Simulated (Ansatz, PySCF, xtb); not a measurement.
Energy difference 2 R1 + R2 → P1 + P2 + P3, each structure at its B3LYP-D3(BJ)/def2-TZVP stationary point, reached from a drawn start (curvature not checked).
P1: CH4 (SMILES C), charge 0, multiplicity 1.
R1, H2 (SMILES [H][H]) (charge 0, multiplicity 1):
```xyz
2

H      0.0000     0.0000     0.3720
H      0.0000     0.0000    -0.3720
```
P2, HCl (SMILES Cl) (charge 0, multiplicity 1):
| atom | x (Å) | y (Å) | z (Å) |
|---|---|---|---|
| Cl | 0.0000 | 0.0000 | 0.6410 |
| H | 0.0000 | 0.0000 | -0.6410 |
P3, SiH4 (SMILES [SiH4]) (charge 0, multiplicity 1, Z-matrix in Å and degrees):
```
Si
H 1 1.4803
H 1 1.4803 2 109.47
H 1 1.4803 2 109.47 3 120.00
H 1 1.4803 2 109.47 3 -120.00
```
R2: CH5ClSi (SMILES C[SiH2]Cl), charge 0, multiplicity 1.

P less R. No zero-point or thermal terms.

Run with Ansatz (Gaussian basis) for Hartree–Fock, density functionals and correlated methods; PySCF for the D3/D4 terms; xtb for the GFN methods. No computed number here is a measurement.

One of these levels gives 44.3 kJ/mol for the reaction energy. Which one is it?
A) GFN2-xTB
B) B3LYP/def2-TZVPP
C) B3LYP-D4/def2-TZVPP
D) revPBE/def2-TZVPP

D, revPBE/def2-TZVPP. The others give -44.5 (GFN2-xTB), 36.8 (B3LYP/def2-TZVPP), 49.2 (B3LYP-D4/def2-TZVPP)

Ansatz is a first-principles code.
